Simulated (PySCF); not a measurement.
Exercise with solution: refractive index and permittivity of the vapour

Ge(Cl)(SH)3 (ClGeH₃S₃), SMILES [Cl][Ge]([SH])([SH])[SH].

Geometry: ωB97X-D3(BJ)/def2-SVP. This is a generated structure with no PubChem entry under its InChIKey; it may be hypothetical. Other conformers were not sampled.

PBE/def2-TZVP (PySCF) gives a mean static polarisability of 100.8 bohr³ and a dipole moment of 2.38 D. Take an ideal gas at 298.15 K and 1 bar, whether or not the substance is that volatile.

Q: Work out n − 1 in the optical limit and the static ε − 1.

A: 
Polarisability volume α' = 100.8 × 0.148185 = 14.94 Å³. Number density N = p/kT = 2.43e-5 Å⁻³.
Dilute limit of Lorentz–Lorenz: n − 1 = 2π N α' = 0.0023.
Orientation term of Debye: μ²/(3kT) = 8.098 Å³ × μ²(D²) = 45.87 Å³.
ε − 1 = 4π N (α' + μ²/3kT) = 0.019. Orientation of the dipole supplies 75 % of the static response; it can't follow optical fields. Vibrational polarisation and dispersion are left out.
